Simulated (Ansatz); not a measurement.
Input and output for the cluster Na₃Sn₅⁻ (the lowest singlet isomer of a short search).

```yaml
crystal:
  periodic: [false, false, false]
  atoms:
    - {symbol: Na, position_ang: [1.003047, 1.868565, 0.961414]}
    - {symbol: Na, position_ang: [-1.190499, 1.298950, -1.516137]}
    - {symbol: Na, position_ang: [-0.287161, 4.772605, -0.847146]}
    - {symbol: Sn, position_ang: [0.198731, -3.311496, 0.588601]}
    - {symbol: Sn, position_ang: [1.268306, -0.857533, -0.931994]}
    - {symbol: Sn, position_ang: [-1.181284, -0.627557, 1.191394]}
    - {symbol: Sn, position_ang: [-1.416719, -1.965914, -1.423442]}
    - {symbol: Sn, position_ang: [1.605568, -1.177620, 1.977330]}
basis:
  gaussian: {orbitals: def2-SVP}
total_charge: -1
hamiltonian: {xc: {name: r2SCAN50}, dispersion: d3bjatm}
scf: {lower_state_search: light}
```

```sh
$ ansatz run in.yaml --threads 4 --pin off --events-out ev --progress --plain --max-ram 4787MiB
```

It prints (some lines left out):

```
Functional definition: r2SCAN50
2115 factors; integrals over basis functions are off by at most 4.2e-4 eV
mean field evaluation 1: about -42409.1052 eV, gradient 7.6e0 eV
mean field evaluation 2: about -42409.1389 eV, gradient 7.0e0 eV
mean field evaluation 4: about -42409.3508 eV, gradient 6.2e-1 eV
mean field evaluation 8: about -42409.6018 eV, gradient 1.4e-1 eV
mean field evaluation 16: about -42409.6020 eV, gradient 6.1e-4 eV
mean field -42409.60204655 eV, -1558.5241289499 hartree, gradient 7.1e-5 eV, S^2 0.000000; 0 other end points of the search recorded, 0 dependent functions left out
reference -42409.60205454 eV, -1558.5241292437 hartree; 72, 72 occupied and 103, 103 virtual orbitals, 2115 factors
Total energy: -42409.86927152 eV, -1558.5339492866 hartree
```

It took 23 s on 4 threads of Arm Neoverse V1 on a shared host, peak host memory 0.93 GiB.

In the def2 sets Sn takes a core potential; there is no spin–orbit coupling. The highest occupied level of an anion often lies above zero with these methods, and sets without diffuse functions describe the outer electron poorly. The restricted singlet is unstable towards broken spin symmetry in Hartree–Fock (as tested in another run); at RKS r2SCAN50-D3(BJ)-ATM/def2-SVP this wasn't settled.
